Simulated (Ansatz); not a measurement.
System: AsH$_{4}$, charge 1, singlet. AsH4+ (SMILES [AsH4+]).
B3LYP-D3(BJ)/def2-TZVP minimum from Ansatz (an electronic-structure program):
```
As
H 1 1.4913
H 1 1.4913 2 109.47
H 1 1.4913 2 109.47 3 -120.00
H 1 1.4913 2 109.47 4 -120.00
```
Charge +1, spin multiplicity 1.

Total energies in cc-pVTZ, 8 correlated electrons, 14 frozen orbitals. Open shells are spin-unrestricted; no spin-orbit coupling. Cores are frozen in correlated methods (noble-gas shells, and filled d and f shells in the p block). No relativity.

```
method    program  energy (Eh)  minus CCSDT(Q) (mEh)
--------  -------  -----------  --------------------
HF         Ansatz  -2236.28002                182.77
MP2        Ansatz  -2236.42926                 33.53
CCSD       Ansatz  -2236.45765                  5.15
CCSD(T)    Ansatz  -2236.46199                  0.80
CCSDT(Q)   Ansatz  -2236.46279                  0.00
```

Rough core times of Ansatz's runs on a shared machine: CCSD(T) under 20 s, CCSDT(Q) 70 s.
